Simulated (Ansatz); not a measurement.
Program: Ansatz. Geometries: PBE0-D4/def2-TZVP. ΔE: electronic, gas phase. CBS: MP2 limit from def2 TZ/QZ plus the TZ coupled-cluster correction, frozen cores. Functionals use def2-TZVPP. B3LYP here is the variant with VWN-RPA as its local correlation; programs differ in this. One conformer a species, not always the lowest.

Reaction (redistribution): `BNC(=O)S` + `[SiH3][SiH2]Cl` → `B[SiH2]Cl` + `O=C(S)N[SiH3]`

```json
{"level": "B3LYP", "ΔE (kJ/mol)": "101.4"}
{"level": "SCS-MP2/def2-TZVPP", "ΔE (kJ/mol)": "91.4"}
{"level": "SCS-MP2/def2-QZVPP", "ΔE (kJ/mol)": "90.1"}
{"level": "CCSD/CBS(def2)", "ΔE (kJ/mol)": "91.6"}
```

Task: What does CCSD(T)/CBS give? (Best estimate.)

Result: Computed: +94.5 kJ/mol. The listed levels differ from it by 6.9, -3.1, -4.4, -2.9 kJ/mol.

Largest T1 diagnostic among the species: 0.016.

From PBE to PBE0 (25 % exact exchange), in def2-TZVPP and without D4, ΔE moves by −5.4 kJ/mol. In def2-TZVPP, CCSD(T) changes the Hartree–Fock value by +12.4 kJ/mol (the triples alone add +2.9 kJ/mol) and MP2 by +10.9 kJ/mol.
